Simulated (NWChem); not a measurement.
System: C₂H₅BO₂; SMILES BOC(C)=O

Input file for NWChem:

```
start job
memory heap 200 mb stack 900 mb global 1100 mb
geometry units angstroms noautosym nocenter noautoz
  B     -0.062576    -2.010932    -0.147526
  H      0.964900    -2.116348    -0.742100
  H     -0.746020    -2.936569     0.169081
  O     -0.561753    -0.778166     0.182787
  C      0.150647     0.402578    -0.004400
  C     -0.788186     1.576137    -0.096329
  O      1.350176     0.440598    -0.043711
  H     -0.218474     2.495846    -0.231618
  H     -1.391739     1.638373     0.815662
  H     -1.482166     1.435854    -0.932177
end
basis spherical
  B library def2-svp
  H library def2-svp
  O library def2-svp
  C library def2-svp
end
dft
  xc b3lyp
  iterations 150
  mulliken
end
task dft energy
esp
  recalculate
  probe 0.07
  range 0.3
  factor 1.0
  spacing 0.02
end
task esp
```

Structure relaxed at the B3LYP/6-31G* (spherical d) level. B3LYP is NWChem's, with the RPA form of VWN correlation.

Atomic charges in e: unrestrained fits to the electrostatic potential beside Mulliken populations; buried atoms are poorly determined by the fit.

Atoms are numbered as in the input.

Task: Give the results of this calculation. (B3LYP/def2-SVP.) Quantities: ESP B1; Mulliken B1; ESP O4; Mulliken O4; ESP C5; Mulliken C5; ESP C6; Mulliken C6; ESP O7; Mulliken O7; relative RMS misfit of the potential (%).

Result: The ESP B1 comes out as 0.49 and the Mulliken B1 comes out as 0.14. The ESP O4 is -0.46 and the Mulliken O4 comes out as -0.19. The ESP C5 is 0.82 and the Mulliken C5 is 0.16. The ESP C6 is -0.39. The Mulliken C6 is 0.04, the ESP O7 comes out as -0.51 and the Mulliken O7 is -0.18. The relative RMS misfit of the potential (%) is 28.
